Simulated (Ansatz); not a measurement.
Diatomic SbS, multiplicity 2 (lowest of 2S+1 = 2, 4 at CCSD(T)/def2-TZVPP on PBE0 minima; our sources give no spin for the ground state, which may be another). No spin–orbit coupling. The T1 diagnostic near the minimum is 0.060, so single-reference values are doubtful.

The constants come from a fifth-degree fit in 1/R (seven points, main isotopes). In def2 and cc sets the state is the lowest found near the PBE0 minimum, followed along R.

Run with Ansatz (a program for electronic structure) with Gaussian orbitals. Values without a source in brackets are computed. In def2 rows elements past Kr take small-core potentials, without spin–orbit coupling.

Energies at B3LYP/def2-TZVPP:

```tsv
R (Å)	E (hartree)
2.049373	-638.54252598
2.104464	-638.55174137
2.155147	-638.55658892
2.212442	-638.55870419
2.269736	-638.55798319
2.335845	-638.55443685
2.412972	-638.54761284
```

Task: With a reduced mass of 25.2855 u, find the minimum, the force constant and the constants.

Result: A fifth-degree polynomial in 1/R puts the minimum at r_e = 2.2245 Å with force constant 357 N/m. Then ω_e = (1/2πc)√(k/μ) = 489 cm⁻¹ and B_e = h/(8π²cμr_e²) = 0.1347 cm⁻¹; the cubic and quartic terms give α_e = 0.00049 and ω_e x_e = 1.3 cm⁻¹.
